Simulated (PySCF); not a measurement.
The dipole of `C[C@@H]1COCC(=O)[SiH2]1` from its density and from atomic charges.

Coordinates (GFN2-xTB, Å) and charges (e) from the PBE0/pcSseg-1 density (PySCF):

```tsv
atom	x	y	z	Mulliken	IAO	Hirshfeld	ESP-fitted
C1	-2.307	0.199	-0.274	-0.2238	-0.4160	-0.1167	-0.5289
C2	-0.829	0.043	-0.615	-0.6086	-0.3875	-0.1168	+0.1220
C3	-0.268	-1.258	-0.026	+0.1053	-0.0501	+0.0021	-0.0110
O4	1.079	-1.480	-0.380	-0.5098	-0.3923	-0.1432	-0.3800
C5	2.032	-0.790	0.385	+0.0851	-0.1078	-0.0111	-0.0652
C6	1.985	0.723	0.264	-0.0420	+0.1320	+0.0750	+0.4124
O7	2.980	1.395	0.406	-0.3449	-0.3817	-0.2240	-0.4549
Si8	0.247	1.501	-0.013	+0.6520	+0.6713	+0.3275	+0.2189
H9	-2.702	1.110	-0.717	+0.1254	+0.1450	+0.0445	+0.1521
H10	-2.450	0.255	0.803	+0.1117	+0.1368	+0.0388	+0.1257
H11	-2.883	-0.645	-0.651	+0.1169	+0.1400	+0.0422	+0.1318
H12	-0.740	-0.045	-1.703	+0.1555	+0.1475	+0.0383	+0.0395
H13	-0.813	-2.119	-0.427	+0.1265	+0.1507	+0.0466	+0.1006
H14	-0.380	-1.261	1.069	+0.0939	+0.1083	+0.0326	+0.0654
H15	1.907	-1.017	1.459	+0.1234	+0.1365	+0.0442	+0.0809
H16	3.008	-1.164	0.066	+0.1423	+0.1748	+0.0558	+0.1248
H17	0.328	2.603	-0.967	-0.0539	-0.0984	-0.0651	-0.0640
H18	-0.204	1.953	1.310	-0.0551	-0.1092	-0.0708	-0.0701
```

What dipole does each set of charges give (1 e·Å = 4.803 D), and what does the density give?

The full density gives (-2.93, -0.90, 0.33) D, 3.08 D in size; dipole vectors point from the negative to the positive end.

```tsv
scheme	μx	μy	μz	size (D)	share of the full size (%)	angle to the full dipole (°)
Mulliken	-4.23	0.53	1.80	4.63	150	29
IAO	-3.29	0.15	1.01	3.44	112	22
Hirshfeld	-2.02	-0.50	0.18	2.08	68	3
ESP-fitted	-2.95	-0.93	0.35	3.12	101	0
```

Which set comes closest?

Length of the difference vector: ESP-fitted 0.04 D, Hirshfeld 1.01 D, IAO 1.30 D, Mulliken 2.43 D. Closest: ESP-fitted. The schemes that divide the density aren't constrained to reproduce the dipole.

What is left for the Hirshfeld atoms' own dipoles?

The Hirshfeld atoms' densities add up to the full density, so μ = Σ q r + Σ (atomic dipoles). The atomic dipoles sum to (-2.93, -0.90, 0.33) − (-2.02, -0.50, 0.18) = (-0.91, -0.40, 0.15) D, 1.01 D in size.

With the origin at the mean of the coordinates, (0.000, 0.000, -0.001) Å, which are the largest single terms, by size, of the Hirshfeld dipole along the direction of the full one?

O7 +3.44, C1 -1.18, Si8 -1.06, C6 -0.75, H16 -0.67 D; all 18 atoms together +2.08 D. The single terms depend on the origin, their sum doesn't.

Give the size of the full dipole in other units.

3.08 D = 1.213 au = 0.642 e·Å = 10.29 × 10⁻³⁰ C·m.

Geometry: GFN2-xTB, one conformer, isolated molecule.

The run behind these numbers computed NMR shieldings as well. On one thread, Arm Neoverse N1 (aarch64), shared host with 64 logical CPUs at a one-minute load of 61, this took 74 s (with the writing of density and orbital grids) and 0.85 GiB of memory at its peak.
